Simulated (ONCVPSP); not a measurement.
What the settings do to the ONCV potential of rhenium (Re)

Base potential:

ONCVPSP 4.0.1 input, shortened (lines: element, Z, core and valence counts, functional; n l f; lmax; l rc ep ncon nbas qcut; lloc lpopt rc5 dvloc0; l nproj debl; icmod fcfact rcfact), LDA (Perdew-Wang 92), scalar-relativistic:

```
  Re 75.00   10    4  -001012      upf
    1    0    2.00
    2    0    2.00
    2    1    6.00
    3    0    2.00
    3    1    6.00
    3    2   10.00
    4    0    2.00
    4    1    6.00
    4    2   10.00
    4    3   14.00
    5    0    2.00
    5    1    6.00
    5    2    5.00
    6    0    2.00
    2
    0    2.00    0.00    4    7    7.10
    1    1.90    0.00    4    8    9.20
    2    2.35    0.00    5   10    6.80
    4    4    1.30    4.00
    0    2    2.90
    1    2    3.40
    2    3    3.50
    3    3.25    1.70
```

Cutoffs, loose and tight: the cutoffs (Ha) at which the residual kinetic energy of the hardest occupied pseudo-wave falls to 1 and 0.1 mHa per electron. They do not see the model core or the augmentation charge, which bear on the density cutoff. Test errors are all-electron minus pseudo excitation energies from the reference, over the configurations 5s2 5p6 5d5 6s1; 5s2 5p6 5d5 6s0; 5s2 5p6 5d4 6s0; 5s2 5p5 5d5 6s2. A dash means not determined; rows that change the core or the reference have their own tests.

```tsv
change	outcome	cutoff, loose	cutoff, tight	bound ghosts	GHOST(+) flags above zero	largest test error (meV)
base	generated	19 Ha	26 Ha	none	none	-156
local potential polynomial inside 1.55 bohr (lpopt 4, dvloc0 0 Ha)	generated	19 Ha	26 Ha	none	none	-156
d: qcut 9.4	generated	19 Ha	26 Ha	none	none	-162
d: rc 1.9, qcut 8.4	generated	19 Ha	26 Ha	none	none	-148
local potential polynomial inside 1.30 bohr (lpopt 4, dvloc0 0 Ha)	generated	19 Ha	26 Ha	none	none	-161
```
